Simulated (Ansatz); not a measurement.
Total energies of Ga4As4H14, a cluster cut from wurtzite GaAs (hydrogen-capped) from Ansatz at r2SCAN0-D4/def2-TZVP, gas phase (1 Eh = 27.2114 eV = 2625.5 kJ/mol). The reference geometry is relaxed at PBE-D4/def2-SVP.

```xyz
22

Ga   -1.6329    2.0480    1.0617
As   -2.4446    0.0589   -0.3604
Ga    1.9589    1.7043   -1.1187
As    0.7840    1.4530    1.0612
As    0.8069   -0.2595   -2.3241
Ga   -0.9107   -1.6924   -1.2364
Ga    1.3969   -0.5584    2.3931
As    0.2900   -2.3032    0.8544
H    -1.9260    3.2928    0.1367
H    -2.2971    1.7758    2.4674
H    -3.2497    0.5067   -1.5763
H    -3.5668   -0.7190    0.3201
H     1.4405    2.9642   -1.9158
H     3.4632    1.2360   -1.0253
H     1.3944    2.5840    1.8880
H     0.1695    0.1679   -3.6425
H     1.8084   -1.2435   -2.9207
H    -1.5393   -2.8571   -2.0880
H     0.5451   -0.6586    3.7181
H     2.9339   -0.8939    2.2658
H    -0.6846   -3.2031    1.6077
H     1.2601   -3.4030    0.4342
```

```csv
state,geometry,energy (Eh)
charge 0 singlet,reference,-16651.24226
charge 1 doublet,reference,-16650.92345
charge -1 doublet,reference,-16651.23874
free Ga atom (doublet),–,-1924.76497
free As atom (quartet),–,-2235.79073
free H atom (doublet),–,-0.49987
```

Single mean-field runs in def2-TZVP are fitted with def2-universal-jkfit.

Work out the vertical ionisation energy to the doublet.

E(charge 1 doublet) − E(charge 0 singlet) = -16650.92345 − (-16651.24226) = 0.31881 Eh = 8.68 eV. For comparison, −ε of the highest occupied level is 7.36 eV at this level, 1.32 eV less.

Work out the vertical electron affinity, to the doublet.

E(charge 0 singlet) − E(charge -1 doublet) = -16651.24226 − (-16651.23874) = -0.00352 Eh = -0.10 eV; so near zero that its sign isn't settled. The basis lacks diffuse functions, which makes affinities too small.

Give the fundamental gap IE − EA, the Mulliken electronegativity (IE + EA)/2 and the hardness (IE − EA)/2.

From the values in Eh: IE − EA = 0.31881 − (-0.00352) = 0.32233 Eh = 8.77 eV; (IE + EA)/2 = 4.29 eV; (IE − EA)/2 = 4.39 eV. The HOMO–LUMO gap of the same run is 6.35 eV, 2.42 eV smaller than the fundamental gap.

What is the binding energy per atom against free atoms?

Atoms: 4 × (-1924.76497) + 4 × (-2235.79073) + 14 × (-0.49987) = -16649.22098 Eh. Binding: -16649.22098 − (-16651.24226) = 2.02128 Eh = 55.00 eV, or 2.50 eV for each of 22 atoms (no zero-point energy, no counterpoise term).

At r2SCAN0-D4/def2-TZVP the highest occupied level of the charge -1 doublet lies above zero (up to 1.26 eV). Energy differences disagree on whether the electron is bound (positive means bound): -0.10 eV (vertical, to the charge 0 singlet, at r2SCAN0-D4/def2-TZVP), but 0.16 eV at PBE-D4/def2-TZVP.
